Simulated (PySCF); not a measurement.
**Ionisation energy of Re by level of theory**

Re [Xe] 4f14 5d5 6s2 (6S) → Re+ [Xe] 4f14 5d5 6s1 (7S), as a difference of total energies. Computed with PySCF 2.14 in def2-QZVPPD with the def2 core potential (60 electrons) (7s6p4d4f2g, 91 functions), with a scalar-relativistic core potential. Correlated levels: valence: 5s2 5p6 frozen. The calculations carry no spin-orbit coupling.

```csv
method,ionisation energy (eV),error (eV)
UHF,5.906,-1.928
MP2 (valence),7.330,-0.504
SCS-MP2 (valence),7.624,-0.210
CCSD (valence),7.391,-0.443
CCSD(T) (valence),7.519,-0.315
```

Reference: 7.834 eV (measured; NIST Atomic Spectra Database, ionization energies).

Errors of the correlated levels include the incompleteness of this basis and the frozen core.
